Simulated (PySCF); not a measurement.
Computed properties of CH4O2, SMILES OCO

CH4O2, SMILES OCO. Geometry optimised at B3LYP-D3(BJ)/def2-TZVP. One conformer was computed; it need not be the lowest. All values are computed for the isolated molecule unless a solvent is named; none is compared with measurement here.

**Structure.** The optimised structure has C2 symmetry. All 15 harmonic modes at B3LYP-D3(BJ)/def2-TZVP (PySCF) are real, so it is a minimum. With heavy atoms numbered as in [OH:1][CH2:2][OH:3], the shortest bond between them is O1–C2 at 1.406 Å and the longest C2–O3 at 1.406 Å.

**Vibrations.** The strongest infrared lines (harmonic, unscaled, degenerate partners summed) lie at 1054 cm⁻¹ (274 km/mol, C 53 %, O 39 %, H 8 %), 381 cm⁻¹ (178 km/mol, H 84 %, O 13 %), 1032 cm⁻¹ (100 km/mol, O 52 %, C 34 %, H 14 %). The softest mode is at 381 cm⁻¹ and the zero-point energy is 35.8 kcal/mol.

**Electronic structure.** HF/def2-TZVPD (PySCF) places the frontier levels at -12.76 and 1.67 eV, a gap of 14.43 eV, and gives a dipole moment of 0.06 D and a mean polarisability of 23.4 bohr³. PBE/def2-TZVPD (PySCF) at the same geometry gives -6.69 and -0.52 eV, so its gap is 8.26 eV narrower. An orbital gap is neither the optical nor the fundamental gap.

**Excitations.** TDDFT-PBE0/def2-SVPD (PySCF) has S1 at 7.48 eV (166 nm, f = 0.040, weak); the most intense of the 10 singlets computed lies at 9.55 eV (f = 0.08). T1 (TDA) is at 7.15 eV. TDDFT-PBE/def2-SVPD (PySCF) puts S1 at 6.60 eV. No vertical singlet excitation falls in the visible range (under 3.1 eV).

**NMR.** GIAO shifts at PBE0/pcSseg-2 (PySCF) (non-relativistic, atoms alike by connectivity averaged): ¹³C at 93.9 ppm against TMS; ¹H from 1.8 to 4.9 ppm against TMS.

**Solvation.** SMD-M06-2X/6-31G* (PySCF) gives -9.1 kcal/mol in water, -5.2 kcal/mol in dichloromethane, -5.3 kcal/mol in dimethylsulfoxide (1 M in both phases, gas-phase geometry); of these solvents water holds the molecule best.
